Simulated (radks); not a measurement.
Ta30+, 43 electrons, occupied as [Ar] 3d10 4s2 4p5.5 4d7 5d0.5 (fractional occupations, a model configuration).

All-electron calculation, Dirac Kohn-Sham, LDA (Slater exchange, Perdew-Wang correlation), spin-unpolarised, spherical densities, finite nucleus; open shells are shared between the two j in proportion to 2j + 1; Fermi nuclear charge, rms radius 5.3507 fm. Program: a radial shooting solver on a logarithmic mesh with Libxc functionals.

Energy parts (hartree):
part                       energy
total                 -15146.0762
kinetic                17050.0907
electron-nucleus      -35943.0840
Hartree                 4009.4088
exchange-correlation    -262.4917

Orbitals (lengths in bohr, moments of r in powers of bohr; r(max) is where P^2 peaks):
[
 {"orbital": "1s1/2", "occ.": "2", "eigenvalue (hartree)": "-2510.611", "r(max)": "0.01169"},
 {"orbital": "2s1/2", "occ.": "2", "eigenvalue (hartree)": "-465.3921", "r(max)": "0.06711"},
 {"orbital": "2p1/2", "occ.": "2", "eigenvalue (hartree)": "-446.7973", "r(max)": "0.04994"},
 {"orbital": "2p3/2", "occ.": "4", "eigenvalue (hartree)": "-400.1905", "r(max)": "0.05668"},
 {"orbital": "3s1/2", "occ.": "2", "eigenvalue (hartree)": "-138.0738", "r(max)": "0.1887"},
 {"orbital": "3p1/2", "occ.": "2", "eigenvalue (hartree)": "-129.8449", "r(max)": "0.1767"},
 {"orbital": "3p3/2", "occ.": "4", "eigenvalue (hartree)": "-119.6851", "r(max)": "0.1904"},
 {"orbital": "3d3/2", "occ.": "4", "eigenvalue (hartree)": "-105.7938", "r(max)": "0.1492"},
 {"orbital": "3d5/2", "occ.": "6", "eigenvalue (hartree)": "-103.5780", "r(max)": "0.1530"},
 {"orbital": "4s1/2", "occ.": "2", "eigenvalue (hartree)": "-56.69706", "r(max)": "0.4131"},
 {"orbital": "4p1/2", "occ.": "1.83333", "eigenvalue (hartree)": "-53.21616", "r(max)": "0.4101"},
 {"orbital": "4p3/2", "occ.": "3.66667", "eigenvalue (hartree)": "-50.29514", "r(max)": "0.4341"},
 {"orbital": "4d3/2", "occ.": "2.8", "eigenvalue (hartree)": "-44.57389", "r(max)": "0.4209"},
 {"orbital": "4d5/2", "occ.": "4.2", "eigenvalue (hartree)": "-43.96445", "r(max)": "0.4277"},
 {"orbital": "4f5/2", "occ.": "0", "eigenvalue (hartree)": "-37.08708", "r(max)": "0.3617"},
 {"orbital": "4f7/2", "occ.": "0", "eigenvalue (hartree)": "-36.92951", "r(max)": "0.3642"},
 {"orbital": "5s1/2", "occ.": "0", "eigenvalue (hartree)": "-30.33170", "r(max)": "0.7733"},
 {"orbital": "5p1/2", "occ.": "0", "eigenvalue (hartree)": "-28.75900", "r(max)": "0.7850"},
 {"orbital": "5p3/2", "occ.": "0", "eigenvalue (hartree)": "-27.63071", "r(max)": "0.8201"},
 {"orbital": "5d3/2", "occ.": "0.2", "eigenvalue (hartree)": "-25.06799", "r(max)": "0.8390"},
 {"orbital": "5d5/2", "occ.": "0.3", "eigenvalue (hartree)": "-24.82752", "r(max)": "0.8487"},
 {"orbital": "6d3/2", "occ.": "0", "eigenvalue (hartree)": "-16.25398", "r(max)": "1.389"},
 {"orbital": "6d5/2", "occ.": "0", "eigenvalue (hartree)": "-16.12984", "r(max)": "1.401"}
]

The highest occupied level is 5d5/2 at -675.59 eV. The configuration is held as typed, so some empty levels lie below it. Summed over all electrons, <r^2> = 4.433 bohr^2, which gives a Langevin (diamagnetic) susceptibility term of -3.51 x 10^-6 cm^3/mol. The electron density at the nucleus is 1.308e+06 e/bohr^3. The density falls to 0.001 e/bohr^3 at r = 1.53 bohr.
